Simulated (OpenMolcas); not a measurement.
# Nb4+: effect of the metal basis and ligand basis

Nb4+ with 4 ligands (chloride) in tetrahedral coordination (Td) at 2.31 Å.

```json
{
 "Program": "OpenMolcas 26.06",
 "Method": "CASSCF",
 "Spin-orbit coupling": "state interaction with AMFI integrals over the reference wave functions"
}
```

Fixed: active space 1 electron in 5 orbitals (4d), DKH2 Hamiltonian.

States (labels of Td). Energies in cm-1 above the lowest state or level, χT in cm3 K/mol; 10Dq is the gap between the two states; 10Dq is negative for this site.

| Run | Metal basis | Ligand basis | Ground state | First state of that spin | 10Dq | First gap with spin-orbit (degeneracies) | χT at 300 K | Cost |
| --- | --- | --- | --- | --- | --- | --- | --- | --- |
| A | ANO-RCC-VDZP | ANO-RCC-VDZP | 2E | 2T2 9788 | -9788 | 9755 (4, 4) | 0.337 | roughly 17 core-seconds |
| B | ANO-RCC-VTZP | ANO-RCC-VDZP | 2E | 2T2 9666 | -9666 | 9630 (4, 4) | 0.337 | roughly 30 core-seconds |
| C | ANO-RCC-VTZP | ANO-RCC-VTZP | 2E | 2T2 9641 | -9641 | 9607 (4, 4) | 0.337 | roughly 100 core-seconds |

Against A, |10Dq| changes by -1.2 % in B, -1.5 % in C.

Costs are those of the RASSCF and RASSI steps.

An orbital doublet at a regular site is open to a Jahn-Teller distortion, which this geometry leaves out. With metal d orbitals alone the field can be off either way by tens of per cent. Ligand-to-metal charge-transfer states are missing. The least metal-like active orbital is 71 % on the metal (Löwdin) and no ligand orbital is active, so the numbers are rough (holds for A; B). The least metal-like active orbital is 66 % on the metal (Löwdin) and no ligand orbital is active, so the numbers are rough (holds for C). No measured value stands beside these numbers; the geometry was imposed, not optimised, and the real ion may take another.
